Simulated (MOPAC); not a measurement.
Job for MOPAC: AM1 on CH3ClO (a complex), monomers drawn apart or pushed together.

```
AM1 1SCF PRECISE CHARGE=0 THREADS=1
CH3ClO

Cl    -0.15233745 1    -0.05620710 1     0.44346865 1
H      0.14962411 1     0.49239252 1     1.58775990 1
C     -0.34370513 1    -0.01504512 1     3.81590757 1
O      0.27461029 1     0.82917258 1     3.21965201 1
H     -0.40868515 1    -0.00568843 1     4.91676392 1
H     -0.86882367 1    -0.82972176 1     3.28804624 1
```

Program output:

```
*******************************************************************************
 **                                                                           **
 **                              MOPAC v23.2.5                                **
 **                                                                           **
 *******************************************************************************
 ** MOPAC's Digital Object Identifier: https://doi.org/10.5281/zenodo.6511958 **
 **                                                                           **
 ** Please cite the open-source release paper for use of this MOPAC version:  **
 ** J. E. Moussa and J. J. P. Stewart (2026)                                  **
 ** MOPAC: An open-source semiempirical molecular orbital program             **
 ** J. Open Source Softw., 11(119), 8025, https://doi.org/10.21105/joss.08025 **
 *******************************************************************************

                              AM1 CALCULATION RESULTS

 *******************************************************************************
 *  AM1        - The AM1 Hamiltonian to be used
 *
 *
 *
 *                 CHARGE ON SYSTEM = 0
 *
 *
 *
 *  PRECISE    - TIGHTER CRITERIA TO BE USED
 *  1SCF       - DO 1 SCF AND THEN STOP
 *  THREADS=1  - MULTI-THREADING NOT USED
 *  T=         - A TIME OF 172800.0 SECONDS REQUESTED
 *  DUMP=N     - RESTART FILE WRITTEN EVERY 7200.0 SECONDS REQUESTED
 *******************************************************************************
AM1 1SCF PRECISE CHARGE=0 THREADS=1
 CH3ClO

   ATOM   CHEMICAL          X               Y               Z
  NUMBER   SYMBOL      (ANGSTROMS)     (ANGSTROMS)     (ANGSTROMS)

     1      Cl         -0.15233745  *  -0.05620710  *   0.44346865  *
     2       H          0.14962411  *   0.49239252  *   1.58775990  *
     3       C         -0.34370513  *  -0.01504512  *   3.81590757  *
     4       O          0.27461029  *   0.82917258  *   3.21965201  *
     5       H         -0.40868515  *  -0.00568843  *   4.91676392  *
     6       H         -0.86882367  *  -0.82972176  *   3.28804624  *



          CARTESIAN COORDINATES

    NO.       ATOM           X           Y           Z

     1        Cl         -0.1523     -0.0562      0.4435
     2         H          0.1496      0.4924      1.5878
     3         C         -0.3437     -0.0150      3.8159
     4         O          0.2746      0.8292      3.2197
     5         H         -0.4087     -0.0057      4.9168
     6         H         -0.8688     -0.8297      3.2880

  H: (AM1): M.J.S. DEWAR ET AL, J. AM. CHEM. SOC. 107 3902-3909 (1985)
  C: (AM1): M.J.S. DEWAR ET AL, J. AM. CHEM. SOC. 107 3902-3909 (1985)
  O: (AM1): M.J.S. DEWAR ET AL, J. AM. CHEM. SOC. 107 3902-3909 (1985)
 Cl: (AM1): M.J.S. DEWAR AND E. G. ZOEBISCH, THEOCHEM, 180, 1 (1988).

           Empirical Formula: C H3 O Cl  =     6 atoms



      MOLECULAR POINT GROUP   :   Cs


      RHF CALCULATION, NO. OF DOUBLY OCCUPIED LEVELS = 10


 -------------------------------------------------------------------------------
 AM1 1SCF PRECISE CHARGE=0 THREADS=1
 CH3ClO



     1SCF WAS SPECIFIED, SO BFGS WAS NOT USED
     SCF FIELD WAS ACHIEVED


                              AM1 CALCULATION
                                                       MOPAC v23.2.5 Linux




          FINAL HEAT OF FORMATION =        -51.01376 KCAL/MOL =    -213.44155 KJ/MOL


          COSMO AREA              =         98.13 SQUARE ANGSTROMS
          COSMO VOLUME            =         78.03 CUBIC ANGSTROMS

          IONIZATION POTENTIAL    =         11.343356 EV
          HOMO LUMO ENERGIES (EV) =        -11.343  0.216
          NO. OF FILLED LEVELS    =         10
          MOLECULAR WEIGHT        =         66.4871         POINT GROUP:  Cs

          MOLECULAR DIMENSIONS (Angstroms)

            Atom       Atom       Distance
            H     5   Cl     1     4.48092
            H     6    O     4     2.01267
            O     4   Cl     1     0.00027


          SCF CALCULATIONS        =          1





   ATOM   CHEMICAL          X               Y               Z
  NUMBER   SYMBOL      (ANGSTROMS)     (ANGSTROMS)     (ANGSTROMS)

     1      Cl         -0.15233745  *  -0.05620710  *   0.44346865  *
     2       H          0.14962411  *   0.49239252  *   1.58775990  *
     3       C         -0.34370513  *  -0.01504512  *   3.81590757  *
     4       O          0.27461029  *   0.82917258  *   3.21965201  *
     5       H         -0.40868515  *  -0.00568843  *   4.91676392  *
     6       H         -0.86882367  *  -0.82972176  *   3.28804624  *

                             CARTESIAN COORDINATES

   1   Cl       -0.152337450    -0.056207100     0.443468650
   2    H        0.149624110     0.492392520     1.587759900
   3    C       -0.343705130    -0.015045120     3.815907570
   4    O        0.274610290     0.829172580     3.219652010
   5    H       -0.408685150    -0.005688430     4.916763920
   6    H       -0.868823670    -0.829721760     3.288046240


           Empirical Formula: C H3 O Cl  =     6 atoms



      MOLECULAR POINT GROUP   :   Cs


                  EIGENVALUES
 -40.59545 -36.20900 -25.73895 -18.96102 -17.14997 -15.63237 -15.25234 -11.81362
 -11.78340 -11.34336   0.21629   2.44781   2.77265   3.56593   5.44193


              NET ATOMIC CHARGES AND DIPOLE CONTRIBUTIONS

  ATOM NO.   TYPE          CHARGE      No. of ELECS.   s-Pop       p-Pop
    1         Cl          -0.261613        7.2616     1.98110     5.28051
    2          H           0.218143        0.7819     0.78186
    3          C           0.159233        3.8408     1.27702     2.56375
    4          O          -0.280504        6.2805     1.89828     4.38222
    5          H           0.081469        0.9185     0.91853
    6          H           0.083271        0.9167     0.91673
 DIPOLE           X         Y         Z       TOTAL
 POINT-CHG.    -0.792    -0.876     2.926     3.156
 HYBRID        -0.063    -0.055     0.390     0.399
 SUM           -0.855    -0.931     3.317     3.549


          ATOMIC ORBITAL ELECTRON POPULATIONS

     Atom    s        px        py        pz
    1 Cl   1.98110   1.96046   1.87036   1.44969
    2  H   0.78186
    3  C   1.27702   0.75280   0.84553   0.96542
    4  O   1.89828   1.32135   1.36246   1.69841
    5  H   0.91853
    6  H   0.91673

 **********************
 *                    *
 * JOB ENDED NORMALLY *
 *                    *
 **********************




 == MOPAC DONE ==
```

The run finished.

Cost: about 0.03 core-seconds (a rough figure).
